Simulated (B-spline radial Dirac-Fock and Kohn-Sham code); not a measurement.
Z = 80 (mercury), transition energy 24.6 keV. The computed values come from an atomic code on a B-spline grid: a Dirac-Hartree-Slater potential of the neutral atom with a Latter tail (no hole, which puts coefficients of high multipoles low close above an edge), finite nucleus with surface currents. The K shell is not open to conversion at this energy. Subshells that would emit electrons below 1 keV are left out.

Q: A pure transition shows α(L) = 1.47e+06, L1/L2 = 24.3 and L1/L3 = 0.126. What is its multipolarity?
A. E2
B. M1
C. M4
D. E4
E. E1
F. M2
G. M3
H. E3

A: G. For comparison, α(L), L1/L2, L1/L3 are E1 2.95, 0.781, 0.569; E2 3460, 0.0241, 0.0210; E3 343000, 0.0138, 0.0120; E4 1.11e+07, 0.00881, 0.00698; M1 69.1, 9.49, 93.6; M2 9520, 19.2, 1.77; M4 9.45e+07, 23.5, 0.0277.
